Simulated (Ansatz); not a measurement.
The O3–H9 bond of CH6OSi (SMILES C[SiH2]O) is stretched (multiplicity 1, the rest rigid).
Geometry at rest (charge 0, multiplicity 1):
```xyz
9

Si    -0.164     0.445     0.178
C      1.561    -0.242    -0.026
O     -1.328    -0.582    -0.401
H     -0.327     1.686    -0.610
H     -0.400     0.738     1.616
H      1.695    -1.161     0.549
H      2.302     0.481     0.327
H      1.774    -0.462    -1.074
H     -1.484    -1.406     0.066
```

Frozen-core correlation.

Programs: Ansatz (Gaussian orbitals). Each number belongs to the level named beside it.

Energies above the point at 0.960 Å (the B3LYP-D3(BJ) bond length), FIC-MRCISD+Q on CASSCF(4,3)/cc-pV(D+d)Z (kcal/mol): 7.70 at 0.864 Å; 4.33 at 1.056 Å; 116.15 at 3.071 Å.

Question: Take the last value as the depth D of a Morse curve D(1 − e^(−a(R − R₀)))², fit a and R₀ to the two near points, and test it at 1.296 and 1.680 Å.

Answer: 
With D = 116.1, both near points (counted from the curve's value at 0.960 Å) are met by a = 2.31 Å⁻¹ and R₀ = 0.963 Å, so k = 2Da² = 1244 kcal/(mol Å²). The curve then gives 33.5 and 76.1 kcal/mol; the level itself gives 34.4 and 81.6, so Morse is off by -0.9 and -5.5.

Doubts at one or more of the structures used: active orbitals that take no part (FIC-MRCISD+Q on CASSCF(4,3)/cc-pV(D+d)Z).

Ansatz is an electronic-structure program.
